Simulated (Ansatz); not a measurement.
Saddle point of BNH₄Cl₃F, closed shell (BCl₃ ([Cl][B]([Cl])[Cl]) + NH₃ + HF → BNH₂Cl₂ ([NH2][B]([Cl])[Cl]) + HCl + HF; bonds formed: Cl2–H7, H5–F8; dative contacts that become bonds: B1–N6; bonds broken: B1–Cl2, H5–N6, H7–F8), PBE0-D4/def2-TZVP structure:

```csv
atom,x (Å),y (Å),z (Å)
B1,-0.7620,-0.3030,-0.7194
Cl2,0.8747,1.3818,-1.3776
Cl3,-0.3341,-1.5902,-1.8483
Cl4,-2.2425,0.6247,-0.9722
H5,0.7888,0.1347,1.0045
N6,-0.3353,-0.5103,0.6980
H7,1.4869,1.1988,-0.1327
F8,1.7018,0.7331,1.1115
H9,-0.1421,-1.4893,0.8830
H10,-1.0362,-0.1802,1.3533
```

Energies are electronic, without zero-point energy. Barriers and step energies count from the start structure reached by relaxing down the imaginary mode; all methods use the PBE0-D4 structures, on which another method's saddle can fall below an end. Program: Ansatz 0.2.0. Basis: def2-TZVPP, with def2-QZVPP for the basis limit. Cores are frozen in the correlated methods. B3LYP uses VWN-RPA correlation. Extrapolation: Hartree–Fock as exp(−7.88 √X), correlation as X^−2.97.

```tsv
method	barrier (kcal/mol)	step energy (kcal/mol)
SPW92	17.86	21.13
PBE-D4	21.85	15.56
BLYP-D4	21.77	11.71
r2SCAN-D4	24.12	16.12
B97M-V	28.57	14.48
PBE0-D4	26.78	17.24
B3LYP-D4	25.54	13.10
r2SCAN0-D4	27.86	17.34
BHLYP-D4	30.80	14.57
CAM-B3LYP-D4	?	13.88
wB97X-V	?	16.68
wB97M-V	28.94	16.56
B2PLYP	27.55	13.35
PBE-QIDH	30.25	18.43
RPA on PBE	29.11	14.44
HF	?	9.48
MP2	30.19	17.78
CCSD	32.18	14.74
CCSD(T)	30.37	15.62
```

Q: Fill in the withheld barriers. (To be estimated.)

A: The calculation gives: CAM-B3LYP-D4 26.71; HF 38.61; wB97X-V 29.22 kcal/mol. Each is the energy of the saddle less that of the start structure, by the same method.

For comparison, the barrier by CCSD(T) at an estimated basis limit (MP2 extrapolated from triple and quadruple zeta, plus CCSD(T) − MP2 in triple zeta) is 31.30 kcal/mol.

No T1 diagnostic of these runs exceeds 0.011.

Labels in which every atom is bracketed show which atoms are joined, not bond orders.

For scale, one of the runs: CCSD(T)/def2-TZVPP, 275 basis functions, launched by `ansatz run in.yaml --threads 8 --pin off --events-out ev --progress --plain --max-ram 19148MiB`. Time: 3.9 min of wall clock on 8 CPU threads of an Arm Neoverse V1; the host was shared. Peak host memory: 7.5 GiB.
